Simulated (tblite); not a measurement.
Species: C5H7BCl2.
SMILES with atom numbers: `[CH3:1][CH2:2][CH:3]=[C:4]=[CH:5][B:6]([Cl:7])[Cl:8]` (hydrogens: H9, H10, H11 on C1; H12, H13 on C2; H14 on C3; H15 on C5)

Computed with GFN2-xTB (tblite), gas phase: L-BFGS steps from a force-field or distance-geometry start until the largest atomic force falls under 0.01 eV/Å.

Step 60: E = -669.6330 eV
```
atom  x, y, z in Å  |  force x, y, z in eV/Å
C1     -2.0450    0.6766   -0.0253    0.008   0.004  -0.018
C2     -1.4783   -0.4892   -0.8330    0.019  -0.011   0.011
C3     -0.3689   -1.1911   -0.0830    0.015  -0.006   0.064
C4      0.6516   -0.5687    0.4097   -0.069  -0.007   0.015
C5      1.6276    0.1531    0.9100   -0.016   0.078  -0.049
B6      2.9931    0.3978    0.2434    0.026  -0.027  -0.070
Cl7     4.1019    1.5441    0.9105   -0.039  -0.048  -0.013
Cl8     3.4651   -0.4724   -1.1744   -0.020   0.043   0.027
H9     -1.2519    1.3732    0.2351   -0.001   0.014  -0.020
H10    -2.5049    0.3246    0.8954    0.001  -0.019  -0.017
H11    -2.7939    1.2041   -0.6110   -0.032   0.003   0.022
H12    -1.0928   -0.1050   -1.7795    0.024  -0.036  -0.040
H13    -2.2681   -1.2090   -1.0492    0.003   0.019  -0.030
H14    -0.4758   -2.2584    0.0628    0.031   0.064   0.021
H15     1.4358    0.6282    1.8665    0.050  -0.072   0.097
```

Step 61: E = -669.6355 eV
```
atom  x, y, z in Å  |  force x, y, z in eV/Å
C1     -2.0460    0.6770   -0.0310   -0.021   0.019   0.003
C2     -1.4767   -0.4900   -0.8340    0.065  -0.028   0.032
C3     -0.3671   -1.1872   -0.0810    0.086   0.010   0.108
C4      0.6499   -0.5638    0.4196   -0.118  -0.028  -0.029
C5      1.6288    0.1548    0.9189   -0.011   0.074  -0.060
B6      2.9914    0.3944    0.2436    0.012  -0.010  -0.053
Cl7     4.1153    1.5213    0.9178   -0.030  -0.042  -0.010
Cl8     3.4422   -0.4545   -1.1932   -0.021   0.033   0.027
H9     -1.2610    1.3840    0.2284    0.015  -0.022  -0.054
H10    -2.5011    0.3283    0.8926   -0.016  -0.037  -0.002
H11    -2.7998    1.1960   -0.6168   -0.047   0.014   0.009
H12    -1.0922   -0.1080   -1.7812    0.033  -0.034  -0.055
H13    -2.2588   -1.2192   -1.0479   -0.032   0.060  -0.028
H14    -0.4705   -2.2548    0.0659    0.026   0.066   0.016
H15     1.4411    0.6297    1.8762    0.059  -0.074   0.097
```

Step 62: E = -669.6385 eV
```
atom  x, y, z in Å  |  force x, y, z in eV/Å
C1     -2.0462    0.6770   -0.0381   -0.049   0.029   0.021
C2     -1.4726   -0.4917   -0.8353    0.091  -0.031   0.039
C3     -0.3629   -1.1822   -0.0776    0.122   0.029   0.125
C4      0.6468   -0.5541    0.4321   -0.131  -0.031  -0.047
C5      1.6273    0.1622    0.9305   -0.002   0.052  -0.052
B6      2.9867    0.3900    0.2434   -0.007   0.026  -0.027
Cl7     4.1345    1.4861    0.9271   -0.016  -0.038  -0.013
Cl8     3.4033   -0.4323   -1.2181   -0.016   0.024   0.029
H9     -1.2713    1.3973    0.2183    0.029  -0.063  -0.090
H10    -2.4944    0.3309    0.8896   -0.030  -0.049   0.007
H11    -2.8077    1.1843   -0.6239   -0.055   0.020   0.002
H12    -1.0887   -0.1127   -1.7839    0.039  -0.036  -0.055
H13    -2.2476   -1.2291   -1.0472   -0.057   0.094  -0.023
H14    -0.4570   -2.2502    0.0696    0.007   0.046   0.010
H15     1.4454    0.6325    1.8915    0.076  -0.072   0.074
```

**Question.** Estimate the geometry and energy of step 63. (The exact step hangs on the optimiser's Hessian estimate; all steps are aligned on step 62, rigid shifts and turns removed.)

**Answer.** E = -669.6418 eV, largest force 0.155 eV/Å
```
atom  x, y, z in Å  |  force x, y, z in eV/Å
C1     -2.0466    0.6773   -0.0453   -0.064   0.024   0.024
C2     -1.4658   -0.4936   -0.8356    0.074  -0.006   0.028
C3     -0.3569   -1.1774   -0.0724    0.094   0.040   0.099
C4      0.6427   -0.5423    0.4453   -0.094  -0.017  -0.028
C5      1.6248    0.1718    0.9427    0.005   0.020  -0.021
B6      2.9794    0.3855    0.2417   -0.033   0.072   0.013
Cl7     4.1518    1.4479    0.9331    0.019  -0.020  -0.007
Cl8     3.3585   -0.4101   -1.2420   -0.005   0.005   0.008
H9     -1.2824    1.4117    0.2056    0.039  -0.099  -0.113
H10    -2.4869    0.3328    0.8868   -0.038  -0.051   0.007
H11    -2.8167    1.1708   -0.6319   -0.053   0.018   0.004
H12    -1.0811   -0.1180   -1.7860    0.041  -0.038  -0.037
H13    -2.2373   -1.2349   -1.0478   -0.063   0.104  -0.013
H14    -0.4387   -2.2456    0.0730   -0.017   0.011   0.004
H15     1.4508    0.6320    1.9108    0.094  -0.062   0.034
```

The energy changes by -0.0033 eV. The first-order estimate −F·Δx gives -0.0046 eV and the mean of the old and new forces, exact on a quadratic surface, -0.0034 eV. The step makes an angle of 82° with the force vector and moves no atom by more than 0.055 Å.

What follows is the cost of the whole relaxation. On one thread of an Arm Neoverse V1, shared host with 32 logical CPUs at a one-minute load of 4.4, this took 1.3 s wall.
